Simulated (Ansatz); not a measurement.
Ansatz (an electronic-structure program) input (B3LYP-D3(BJ)/def2-TZVP):

Ansatz 0.2 input:
```yaml
crystal:
  periodic: [false, false, false]
  atoms:
    - {symbol: Si, position_ang: [-0.01824759, -0.65801825, -0.13832480]}
    - {symbol: Cl, position_ang: [1.73500648, 0.30479456, 0.08769235]}
    - {symbol: Cl, position_ang: [-1.71425309, 0.41438693, 0.02137670]}
    - {symbol: H, position_ang: [-0.06689696, -1.33025857, 1.28112723]}
    - {symbol: H, position_ang: [-0.03044434, -1.68357129, -1.19875385]}
basis:
  gaussian:
    orbitals: def2-TZVP
hamiltonian:
  xc: b3lyp
  dispersion: d3bj
total_charge: 1
magnetization: {spin_polarized: true, initial_magnetization: 1}
phonons: {temperatures: {t_min: 298.15, t_max: 298.15, t_step: 100}}
```

Output:

```
Functional definition: B3LYP
integrals: 0.05 GiB planned
875 factors; their error is unknown
mean field: 0.60 GiB planned
mean field evaluation 1: about -32947.6945 eV, gradient 2.0e1 eV
mean field evaluation 2: about -32947.6542 eV, gradient 2.0e1 eV
mean field evaluation 4: about -32949.3856 eV, gradient 1.3e0 eV
mean field evaluation 8: about -32949.3952 eV, gradient 5.7e-2 eV
mean field evaluation 16: about -32949.4796 eV, gradient 6.9e-4 eV
mean field evaluation 32: about -32948.6462 eV, gradient 5.3e0 eV
mean field -32949.47960884 eV, -1210.8710416653 hartree, gradient 1.3e-5 eV, S^2 0.757243; 3 other end points of the search recorded, 0 dependent functions left out
the calculation of the forces begins
reference -32949.47984506 eV, -1210.8710503465 hartree; 25, 24 occupied and 98, 99 virtual orbitals, 875 factors
these checks for a lower state are left out or cut short: stability, starts, cluster_reference, orbital_swaps, neighbouring_geometries, increment
integrals: 0.05 GiB planned
875 factors; their error is unknown
mean field: 0.60 GiB planned
mean field -32949.47953364 eV, -1210.8710389019 hartree, gradient 1.4e-6 eV, S^2 0.757264; 0 other end points of the search recorded, 0 dependent functions left out
the calculation of the forces begins
reference -32949.47976983 eV, -1210.8710475816 hartree; 25, 24 occupied and 98, 99 virtual orbitals, 875 factors
these checks for a lower state are left out or cut short: stability, starts, cluster_reference, orbital_swaps, neighbouring_geometries, increment
integrals: 0.05 GiB planned
875 factors; their error is unknown
mean field: 0.60 GiB planned
mean field -32949.47957186 eV, -1210.8710403065 hartree, gradient 1.3e-6 eV, S^2 0.757222; 0 other end points of the search recorded, 0 dependent functions left out
the calculation of the forces begins
reference -32949.47980813 eV, -1210.8710489893 hartree; 25, 24 occupied and 98, 99 virtual orbitals, 875 factors
these checks for a lower state are left out or cut short: stability, starts, cluster_reference, orbital_swaps, neighbouring_geometries, increment
integrals: 0.05 GiB planned
875 factors; their error is unknown
mean field: 0.60 GiB planned
mean field -32949.47954227 eV, -1210.8710392191 hartree, gradient 2.9e-6 eV, S^2 0.757253; 0 other end points of the search recorded, 0 dependent functions left out
the calculation of the forces begins
reference -32949.47977850 eV, -1210.8710479004 hartree; 25, 24 occupied and 98, 99 virtual orbitals, 875 factors
these checks for a lower state are left out or cut short: stability, starts, cluster_reference, orbital_swaps, neighbouring_geometries, increment
integrals: 0.05 GiB planned
875 factors; their error is unknown
mean field: 0.60 GiB planned
mean field -32949.47956327 eV, -1210.8710399908 hartree, gradient 2.3e-6 eV, S^2 0.757233; 0 other end points of the search recorded, 0 dependent functions left out
the calculation of the forces begins
reference -32949.47979950 eV, -1210.8710486719 hartree; 25, 24 occupied and 98, 99 virtual orbitals, 875 factors
these checks for a lower state are left out or cut short: stability, starts, cluster_reference, orbital_swaps, neighbouring_geometries, increment
integrals: 0.05 GiB planned
875 factors; their error is unknown
mean field: 0.60 GiB planned
mean field evaluation 64: about -32949.4797 eV, gradient 5.9e-5 eV
mean field -32949.47965744 eV, -1210.8710434513 hartree, gradient 2.4e-6 eV, S^2 0.757244; 0 other end points of the search recorded, 0 dependent functions left out
the calculation of the forces begins
reference -32949.47989372 eV, -1210.8710521347 hartree; 25, 24 occupied and 98, 99 virtual orbitals, 875 factors
these checks for a lower state are left out or cut short: stability, starts, cluster_reference, orbital_swaps, neighbouring_geometries, increment
integrals: 0.05 GiB planned
875 factors; their error is unknown
mean field: 0.60 GiB planned
mean field -32949.47946810 eV, -1210.8710364933 hartree, gradient 2.1e-6 eV, S^2 0.757243; 0 other end points of the search recorded, 0 dependent functions left out
the calculation of the forces begins
reference -32949.47970427 eV, -1210.8710451723 hartree; 25, 24 occupied and 98, 99 virtual orbitals, 875 factors
these checks for a lower state are left out or cut short: stability, starts, cluster_reference, orbital_swaps, neighbouring_geometries, increment
integrals: 0.05 GiB planned
875 factors; their error is unknown
mean field: 0.60 GiB planned
mean field -32949.47961430 eV, -1210.8710418660 hartree, gradient 2.5e-6 eV, S^2 0.757243; 0 other end points of the search recorded, 0 dependent functions left out
the calculation of the forces begins
reference -32949.47985057 eV, -1210.8710505488 hartree; 25, 24 occupied and 98, 99 virtual orbitals, 875 factors
these checks for a lower state are left out or cut short: stability, starts, cluster_reference, orbital_swaps, neighbouring_geometries, increment
integrals: 0.05 GiB planned
875 factors; their error is unknown
mean field: 0.60 GiB planned
mean field -32949.47957059 eV, -1210.8710402596 hartree, gradient 1.6e-6 eV, S^2 0.757243; 0 other end points of the search recorded, 0 dependent functions left out
the calculation of the forces begins
reference -32949.47980677 eV, -1210.8710489393 hartree; 25, 24 occupied and 98, 99 virtual orbitals, 875 factors
these checks for a lower state are left out or cut short: stability, starts, cluster_reference, orbital_swaps, neighbouring_geometries, increment
integrals: 0.05 GiB planned
875 factors; their error is unknown
mean field: 0.60 GiB planned
mean field -32949.47961009 eV, -1210.8710417112 hartree, gradient 2.4e-6 eV, S^2 0.757240; 0 other end points of the search recorded, 0 dependent functions left out
the calculation of the forces begins
reference -32949.47984632 eV, -1210.8710503928 hartree; 25, 24 occupied and 98, 99 virtual orbitals, 875 factors
these checks for a lower state are left out or cut short: stability, starts, cluster_reference, orbital_swaps, neighbouring_geometries, increment
integrals: 0.05 GiB planned
875 factors; their error is unknown
mean field: 0.60 GiB planned
mean field evaluation 96: about -32949.4796 eV, gradient 2.1e-6 eV
mean field -32949.47960317 eV, -1210.8710414572 hartree, gradient 2.1e-6 eV, S^2 0.757246; 0 other end points of the search recorded, 0 dependent functions left out
the calculation of the forces begins
reference -32949.47983939 eV, -1210.8710501381 hartree; 25, 24 occupied and 98, 99 virtual orbitals, 875 factors
these checks for a lower state are left out or cut short: stability, starts, cluster_reference, orbital_swaps, neighbouring_geometries, increment
integrals: 0.05 GiB planned
875 factors; their error is unknown
mean field: 0.60 GiB planned
mean field -32949.47959330 eV, -1210.8710410944 hartree, gradient 2.1e-6 eV, S^2 0.757227; 0 other end points of the search recorded, 0 dependent functions left out
the calculation of the forces begins
reference -32949.47982952 eV, -1210.8710497751 hartree; 25, 24 occupied and 98, 99 virtual orbitals, 875 factors
these checks for a lower state are left out or cut short: stability, starts, cluster_reference, orbital_swaps, neighbouring_geometries, increment
integrals: 0.05 GiB planned
875 factors; their error is unknown
mean field: 0.60 GiB planned
mean field -32949.47961036 eV, -1210.8710417212 hartree, gradient 1.2e-6 eV, S^2 0.757259; 0 other end points of the search recorded, 0 dependent functions left out
the calculation of the forces begins
reference -32949.47984660 eV, -1210.8710504029 hartree; 25, 24 occupied and 98, 99 virtual orbitals, 875 factors
these checks for a lower state are left out or cut short: stability, starts, cluster_reference, orbital_swaps, neighbouring_geometries, increment
integrals: 0.05 GiB planned
875 factors; their error is unknown
mean field: 0.60 GiB planned
mean field -32949.47959835 eV, -1210.8710412800 hartree, gradient 2.5e-6 eV, S^2 0.757227; 0 other end points of the search recorded, 0 dependent functions left out
the calculation of the forces begins
reference -32949.47983457 eV, -1210.8710499610 hartree; 25, 24 occupied and 98, 99 virtual orbitals, 875 factors
these checks for a lower state are left out or cut short: stability, starts, cluster_reference, orbital_swaps, neighbouring_geometries, increment
integrals: 0.05 GiB planned
875 factors; their error is unknown
mean field: 0.60 GiB planned
mean field -32949.47959390 eV, -1210.8710411166 hartree, gradient 2.3e-6 eV, S^2 0.757260; 0 other end points of the search recorded, 0 dependent functions left out
the calculation of the forces begins
reference -32949.47983014 eV, -1210.8710497981 hartree; 25, 24 occupied and 98, 99 virtual orbitals, 875 factors
these checks for a lower state are left out or cut short: stability, starts, cluster_reference, orbital_swaps, neighbouring_geometries, increment
integrals: 0.05 GiB planned
875 factors; their error is unknown
mean field: 0.60 GiB planned
mean field evaluation 128: about -32949.4796 eV, gradient 1.4e-6 eV
mean field -32949.47955911 eV, -1210.8710398380 hartree, gradient 1.3e-6 eV, S^2 0.757238; 0 other end points of the search recorded, 0 dependent functions left out
the calculation of the forces begins
reference -32949.47979531 eV, -1210.8710485181 hartree; 25, 24 occupied and 98, 99 virtual orbitals, 875 factors
these checks for a lower state are left out or cut short: stability, starts, cluster_reference, orbital_swaps, neighbouring_geometries, increment
integrals: 0.05 GiB planned
875 factors; their error is unknown
mean field: 0.60 GiB planned
mean field -32949.47960325 eV, -1210.8710414599 hartree, gradient 2.2e-6 eV, S^2 0.757248; 0 other end points of the search recorded, 0 dependent functions left out
the calculation of the forces begins
reference -32949.47983951 eV, -1210.8710501423 hartree; 25, 24 occupied and 98, 99 virtual orbitals, 875 factors
these checks for a lower state are left out or cut short: stability, starts, cluster_reference, orbital_swaps, neighbouring_geometries, increment
integrals: 0.05 GiB planned
875 factors; their error is unknown
mean field: 0.60 GiB planned
mean field -32949.47960154 eV, -1210.8710413972 hartree, gradient 2.6e-6 eV, S^2 0.757246; 0 other end points of the search recorded, 0 dependent functions left out
the calculation of the forces begins
reference -32949.47983779 eV, -1210.8710500790 hartree; 25, 24 occupied and 98, 99 virtual orbitals, 875 factors
these checks for a lower state are left out or cut short: stability, starts, cluster_reference, orbital_swaps, neighbouring_geometries, increment
integrals: 0.05 GiB planned
875 factors; their error is unknown
mean field: 0.60 GiB planned
mean field -32949.47958042 eV, -1210.8710406211 hartree, gradient 3.0e-6 eV, S^2 0.757240; 0 other end points of the search recorded, 0 dependent functions left out
the calculation of the forces begins
reference -32949.47981664 eV, -1210.8710493018 hartree; 25, 24 occupied and 98, 99 virtual orbitals, 875 factors
Total energy: -32949.71506390 eV, -1210.8796944794 hartree
Atom 0 at    -0.018248    -0.658018    -0.138325 Å, force    -0.000010    -0.000271     0.000052 eV/Å
Atom 1 at     1.735006     0.304795     0.087692 Å, force     0.000040     0.000185    -0.000018 eV/Å
Atom 2 at    -1.714253     0.414387     0.021377 Å, force    -0.000027     0.000187    -0.000019 eV/Å
Atom 3 at    -0.066897    -1.330259     1.281127 Å, force    -0.000001    -0.000097    -0.000115 eV/Å
Atom 4 at    -0.030444    -1.683571    -1.198754 Å, force    -0.000002    -0.000003     0.000101 eV/Å
Dipole moment:    -0.013767    -0.440166    -0.011368 e Å
Vibrations: 180.43 222.18 252.63 452.73 609.48 629.09 694.70 1617.94 2213.82 cm⁻¹, zero-point energy 0.426071 eV
```
